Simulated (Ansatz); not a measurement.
Task: Name a neutral molecule of C, Cl, In, Se and H with LUMO energy (PBE/def2-TZVPP) between -2.30 and -2.00 eV and LUMO energy (ωB97M-V/def2-TZVPP) between -0.20 and 0.10 eV (Ansatz, PBE0-D4/def2-TZVP geometry).

Result: `C[Se][InH][Cl]` (-2.27 eV, -0.09 eV). Other molecules can fit too; these were computed, each in one conformer that needn't be the lowest.
